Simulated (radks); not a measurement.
All-electron atom: Ge4+ in [Ne] 3s1 3p6 3d10 4p1 (not the ground configuration). Method: scalar-relativistic Kohn-Sham, TASK exchange with Perdew-Wang LDA correlation, spin-polarised, spherical densities, finite nucleus; open shells are filled with parallel spins first; meta-GGA in the generalised Kohn-Sham scheme; Fermi nuclear charge, rms radius 4.0742 fm; computed with a radial shooting solver on a logarithmic mesh with Libxc functionals.

Local quantities along the radius. ELF = 1/(1 + alpha^2) is the electron localisation function; alpha = (tau - tau_W)/tau_unif compares the Pauli kinetic energy density with that of the uniform gas (summed over spins). tau is taken from the large components.

r (bohr)    ELF    alpha
0.002666  1.000  0.01917
0.003472  1.000  0.02011
0.004521  1.000  0.02169
0.005839  0.999  0.02411
0.007604  0.999  0.02798
0.009901  0.999  0.03417
0.01289   0.998  0.04450
0.01679   0.996  0.06287
0.02186   0.990  0.09833
0.02846   0.971   0.1736
0.03706   0.893   0.3469
0.04826   0.646   0.7395
0.06234   0.358    1.340
0.08118   0.314    1.478
0.1057    0.532   0.9375
0.1376    0.750   0.5773
0.1792    0.773   0.5422
0.2334    0.529   0.9437
0.3039    0.250    1.730
0.3957    0.417    1.182
0.5152    0.687   0.6743
0.6656    0.730   0.6081
0.8667    0.595   0.8253
1.128     0.280    1.605
1.469     0.093    3.125
1.913     0.177    2.155
2.491     0.281    1.601
3.244     0.111    2.827
4.224     0.009    10.33
5.501     0.000    82.12

On this mesh the ELF has minima near r = 0.071, 0.30, 1.5 bohr, which separate the shells, and maxima near 0.16 (0.79), 0.59 (0.73), 2.5 (0.28).
